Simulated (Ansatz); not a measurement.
CH₅AlFNO. Total charge 0; spin multiplicity 1. The bonds changed during the relaxation, so this is another structure than the one it started from. Geometry: relaxed with PBE0-D4/def2-TZVP. It is one conformer, not always the lowest.

```xyz
10

O     0.569    0.551    0.822
C    -0.444    0.935   -0.150
F     0.230    1.798   -1.022
N    -0.818   -0.269   -0.672
Al    0.407   -1.356    0.196
H     1.355    1.098    0.699
H    -1.202    1.563    0.329
H    -1.748   -0.331   -1.045
H     1.792   -1.691   -0.506
H    -0.143   -2.298    1.349
```

**Question.** What is the dipole moment at r2SCAN/def2-TZVPP? (Best estimate.)

**Answer.** Computed: 2.23 D, with components (-0.98, 1.87, 0.73) D in this frame, pointing from negative to positive charge.

**Question.** And with PBE, B3LYP, ωB97M-V? (Estimate.)

**Answer.** Computed: PBE 2.17 D, B3LYP 2.21 D, ωB97M-V 2.27 D.

**Question.** Give the Mulliken charges with r2SCAN, PBE, ωB97M-V in def2-TZVPP. (Best estimate.)

**Answer.** The calculation gave: 
```json
{"atom": "O1", "r2SCAN": "-0.24", "PBE": "-0.18", "ωB97M-V": "-0.21"}
{"atom": "C2", "r2SCAN": "0.36", "PBE": "0.21", "ωB97M-V": "0.26"}
{"atom": "F3", "r2SCAN": "-0.23", "PBE": "-0.19", "ωB97M-V": "-0.22"}
{"atom": "N4", "r2SCAN": "-0.40", "PBE": "-0.29", "ωB97M-V": "-0.32"}
{"atom": "Al5", "r2SCAN": "0.47", "PBE": "0.33", "ωB97M-V": "0.37"}
{"atom": "H6", "r2SCAN": "0.22", "PBE": "0.21", "ωB97M-V": "0.20"}
{"atom": "H7", "r2SCAN": "0.06", "PBE": "0.09", "ωB97M-V": "0.12"}
{"atom": "H8", "r2SCAN": "0.13", "PBE": "0.13", "ωB97M-V": "0.09"}
{"atom": "H9", "r2SCAN": "-0.19", "PBE": "-0.15", "ωB97M-V": "-0.14"}
{"atom": "H10", "r2SCAN": "-0.19", "PBE": "-0.15", "ωB97M-V": "-0.15"}
```

B3LYP here is the variant with VWN-RPA as its local correlation; programs differ in this.
